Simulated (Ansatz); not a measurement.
Geometry optimisation, RKS PBE/def2-SVP in Ansatz 0.2.0.

input.yaml

```yaml
crystal:
  periodic: [false, false, false]
  atoms:
    - { symbol: Si, position_ang: [0.0, 0.0, 0.0] }
    - { symbol: C, position_ang: [0.0, 0.0, 2.22] }
    - { symbol: H, position_ang: [-0.9996, -0.3092, 2.5905] }
    - { symbol: H, position_ang: [0.7676, -0.7111, 2.5905] }
    - { symbol: H, position_ang: [0.232, 1.0203, 2.5905] }
    - { symbol: H, position_ang: [1.3768, 0.0, -0.4862] }
    - { symbol: H, position_ang: [-0.6877, 1.1914, -0.4862] }
    - { symbol: H, position_ang: [-0.6877, -1.1914, -0.4862] }
    - { symbol: Br, position_ang: [-2.4357, 0.4498, 0.823] }
    - { symbol: H, position_ang: [-1.2526, 0.2313, 2.0175] }
basis:
  gaussian: { orbitals: def2-SVP }
hamiltonian:
  xc: pbe
relax:
  f_tol: 0.15
  max_steps: 25
  restrain:
    - { distance: [0, 8], at: 2.31, k: 30.0 }
    - { distance: [9, 1], at: 1.11, k: 30.0 }
    - { distance: [0, 1], at: 3.07, k: 30.0 }
    - { distance: [9, 8], at: 2.75, k: 30.0 }
```

Launched with:

```bash
$ ansatz run input.yaml --threads 2 --pin off --max-ram 3072MiB --backend cpu --events-out ev --progress --plain --runs-dir out
```

Problem. Where does it end, and by what steps?

Solution. It converged. The restraints hold the end off the free minimum; the threshold counts their pulls, which the force column leaves out. Restrained pairs: Si1–Br9 (2.61 → 2.29 Å), C2–H10 (1.29 → 1.11 Å), Si1–C2 (2.22 → 3.09 Å), Br9–H10 (1.70 → 2.75 Å). After 22 steps the energy has fallen by 4.371 eV (the restraints' own energy left out); H6 moved furthest, 1.88 Å.

| step | energy less start (eV) | largest force component (eV/Å) | accepted |
| --- | --- | --- | --- |
| 0 | 0.0000 | 3.701 | yes |
| 1 | 0.8803 | 4.419 | yes |
| 2 | 1.6602 | 4.372 | yes |
| 3 | 1.3491 | 4.176 | yes |
| 4 | -0.2776 | 3.116 | yes |
| 5 | -1.6810 | 2.619 | yes |
| 6 | -2.6468 | 0.907 | yes |
| 7 | -3.0333 | 2.299 | yes |
| 8 | -3.4815 | 1.194 | yes |
| 9 | -3.7117 | 1.610 | yes |
| 10 | -3.8247 | 1.568 | yes |
| 11 | -3.8977 | 1.340 | yes |
| 12 | -3.9684 | 1.278 | yes |
| 13 | -4.0504 | 1.144 | yes |
| 14 | -4.1271 | 1.017 | yes |
| 15 | -4.2000 | 0.859 | yes |
| 16 | -4.2620 | 0.874 | yes |
| 17 | -4.3246 | 0.650 | yes |
| 18 | -4.3457 | 0.680 | yes |
| 19 | -4.3551 | 0.697 | yes |
| 20 | -4.3683 | 0.605 | yes |
| 21 | -4.3596 | 0.779 | no |
| 22 | -4.3708 | 0.644 | yes |

```xyz
10
Properties=species:S:1:pos:R:3
Si -0.447 0.353 -0.379
C -0.113 -0.247 2.636
H -0.205 -0.315 3.740
H -0.112 -1.272 2.217
H 0.834 0.267 2.392
H 0.385 1.369 0.333
H -0.320 0.575 -1.858
H -0.064 -1.056 -0.068
Br -2.662 0.683 0.106
H -0.982 0.324 2.253
```

The run took 47 s on 2 threads of AMD EPYC 7R43 64-Core Processor (Zen 3), with other jobs on the host, peak memory 0.14 GiB.
